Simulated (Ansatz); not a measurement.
One change: `NC(F)([SiH3])[SiH3]` becomes `NC(F)(F)[SiH3]`.

Ansatz, PBE0-D4/def2-TZVP geometries, multiplicity 1. Each molecule was computed in one conformer, which needn't be the lowest.

```tsv
property	`NC(F)([SiH3])[SiH3]`
HOMO–LUMO gap (PBE/def2-TZVPP) / eV	5.99
LUMO energy (ωB97M-V/def2-TZVPP) / eV	1.81
size of the dipole moment (B3LYP/def2-TZVPP) / D	1.28
HOMO–LUMO gap (PBE0/def2-TZVPP) / eV	8.22
size of the dipole moment (PBE/def2-TZVPP) / D	1.30
HOMO energy (ωB97M-V/def2-TZVPP) / eV	-10.28
```

(1) Give the same properties after the change, and the shifts. (Estimate.)

## Answers

(1) Ansatz gave: 
```tsv
property	`NC(F)(F)[SiH3]`	shift
HOMO–LUMO gap (PBE/def2-TZVPP) / eV	5.70	-0.29
LUMO energy (ωB97M-V/def2-TZVPP) / eV	1.74	-0.07
size of the dipole moment (B3LYP/def2-TZVPP) / D	2.94	1.66
HOMO–LUMO gap (PBE0/def2-TZVPP) / eV	7.90	-0.32
size of the dipole moment (PBE/def2-TZVPP) / D	2.71	1.41
HOMO energy (ωB97M-V/def2-TZVPP) / eV	-10.02	0.26
```

Dipoles are sizes alone; their direction can turn.

B3LYP here is the variant with VWN-RPA as its local correlation; programs differ in this.
